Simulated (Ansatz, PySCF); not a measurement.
Process, species as SMILES: CCCCCO -> [CH2]CC + [CH2]CO (the C-C bond at the site shown breaks; other sites are not compared here)
Geometries: B3LYP-D3(BJ)/def2-TZVP minima from Ansatz (a first-principles code), one conformer each, not searched for the lowest. Frequencies are from Ansatz or PySCF.

Wanted: bond dissociation energy (enthalpy at 298 K, with B3LYP-D3(BJ) rigid-rotor harmonic-oscillator terms), in eV. Cores are frozen in the correlated levels unless marked. Open shells are spin-unrestricted. No spin-orbit coupling. No relativistic terms. Basis-set limits of correlation are two-point, X^-3; Hartree-Fock from the larger set. [CCSD(T)-MP2]/basis is that difference in the basis named.

| level | program | bond dissociation energy (eV) |
|---|---|---|
| HF/6-31G* | Ansatz | 2.64 |
| RI-HF/aug-cc-pVTZ | Ansatz | 2.48 |

**Question.** Estimate the value at RI-MP2/CBS(cc-pVTZ,cc-pVQZ)+[CCSD(T)-MP2]/cc-pVTZ as computed with Ansatz.

**Answer.** 3.93 eV, so RI-HF/aug-cc-pVTZ differs from it by -1.45 eV.
